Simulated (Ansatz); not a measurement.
`[C]#C[SiH2]N` radical. Total charge 0; spin multiplicity 2.

```xyz
8

C    -1.7723   -0.4551    2.2066
C    -0.8649   -0.2464    1.4268
Si    0.5293    0.0716    0.2654
N     0.0936    0.1124   -1.3861
H     1.5023   -1.0261    0.4673
H     1.0910    1.3907    0.6353
H    -0.1505   -0.7400   -1.8644
H    -0.4285    0.8929   -1.7508
```

Problem. Give the diagnostics of a CCSD(T)/def2-TZVPP run (frozen core, the Gaussian-basis code of Ansatz). (An estimate is asked.)

Solution. Computed: T1 = 0.0459, largest single amplitude 0.107, largest double 0.052, (T) share of the correlation energy 4.4 %, 19 CCSD cycles. ⟨S²⟩ of the UHF reference is 1.158 against 0.75 for a pure state. T1 lies over the customary mark of 0.045 for open shells.
